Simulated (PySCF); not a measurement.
The dipole of `O=CCO[Si@@H](O)[C@H]1CCN1` from its density and from atomic charges.

Coordinates (GFN2-xTB, Å) and charges (e) from the PBE0/pcSseg-1 density (PySCF):

```
atom       x       y       z  Mulliken      IAO  Hirshfeld  ESP-fitted
  O1   1.531   0.708   2.159   -0.3566  -0.3834    -0.2118     -0.4392
  C2   1.913   1.166   1.121   +0.2092  +0.2572    +0.1319     +0.4306
  C3   1.936   0.457  -0.203   +0.0483  -0.1093    -0.0052     +0.1108
  O4   1.664  -0.903  -0.080   -0.6455  -0.6445    -0.2286     -0.4350
 Si5   0.349  -1.702  -0.614   +1.1446  +1.3422    +0.4539     +0.7074
  O6   0.223  -3.027   0.307   -0.5502  -0.7965    -0.3113     -0.7080
  C7  -1.214  -0.625  -0.469   -0.3498  -0.3224    -0.0772     +0.0192
  C8  -1.531   0.031   0.890   -0.2542  -0.2733    -0.0748     -0.2267
  C9  -1.560   1.368   0.143   -0.0161  -0.1458    -0.0242     +0.1449
 N10  -0.979   0.728  -1.044   -0.5119  -0.4358    -0.1535     -0.5448
 H11   2.279   2.211   1.044   +0.0683  +0.0908    +0.0405     -0.0155
 H12   2.921   0.588  -0.667   +0.1361  +0.1530    +0.0517     +0.0560
 H13   1.178   0.948  -0.835   +0.1585  +0.1648    +0.0335     -0.0136
 H14   0.568  -2.076  -2.013   -0.1592  -0.1920    -0.0982     -0.1448
 H15   0.955  -3.275   0.867   +0.2524  +0.3742    +0.1825     +0.4566
 H16  -2.104  -1.106  -0.888   +0.1291  +0.1301    +0.0350     +0.0784
 H17  -2.464  -0.274   1.357   +0.1307  +0.1436    +0.0443     +0.0881
 H18  -0.725  -0.041   1.614   +0.1628  +0.1523    +0.0310     +0.0980
 H19  -2.569   1.766  -0.004   +0.1116  +0.1243    +0.0387     +0.0321
 H20  -0.922   2.162   0.543   +0.1192  +0.1280    +0.0305     +0.0222
 H21  -1.456   0.914  -1.919   +0.1726  +0.2426    +0.1112     +0.2835
```

Problem. Compute μ = Σ q r for each scheme (1 e·Å = 4.803 D) and compare with the dipole of the full density.

Solution. The full density gives (-0.66, 1.83, -1.95) D, 2.75 D in size; dipole vectors point from the negative to the positive end.

```
    scheme     μx    μy     μz  size (D)  share of the full size (%)  angle to the full dipole (°)
  Mulliken   0.10  2.12  -2.16      3.03                         110                            16
       IAO  -0.27  2.46  -3.35      4.16                         151                            12
 Hirshfeld  -0.34  1.06  -1.54      1.90                          69                             9
ESP-fitted  -0.67  1.90  -1.95      2.80                         102                             1
```

Problem. Which set comes closest?

Solution. Length of the difference vector: ESP-fitted 0.07 D, Mulliken 0.85 D, Hirshfeld 0.93 D, IAO 1.58 D. Closest: ESP-fitted. 

Problem. What is left for the Hirshfeld atoms' own dipoles?

Solution. The shares of the density sum to the whole, so what Σ q r misses lies in dipoles about the nuclei. The atomic dipoles sum to (-0.66, 1.83, -1.95) − (-0.34, 1.06, -1.54) = (-0.32, 0.77, -0.41) D, 0.93 D in size.

Problem. With the origin at the mean of the coordinates, (0.000, 0.001, 0.062) Å, which are the largest single terms, by size, of the IAO dipole along the direction of the full one?

Solution. O6 +8.57, H15 -5.35, Si5 -4.77, N10 -3.14, O4 +2.79 D; all 21 atoms together +4.07 D. The single terms depend on the origin, their sum doesn't.

Problem. Give the size of the full dipole in other units.

Solution. 2.75 D = 1.083 au = 0.573 e·Å = 9.18 × 10⁻³⁰ C·m.

Isolated species at its GFN2-xTB geometry (one conformer only).

The run behind these numbers computed NMR shieldings as well. Time: 95 s; peak memory 1.1 GiB. Hardware: one thread of an Intel Xeon at 2.70 GHz, no GPU, shared host with 64 logical CPUs at a one-minute load of 63.
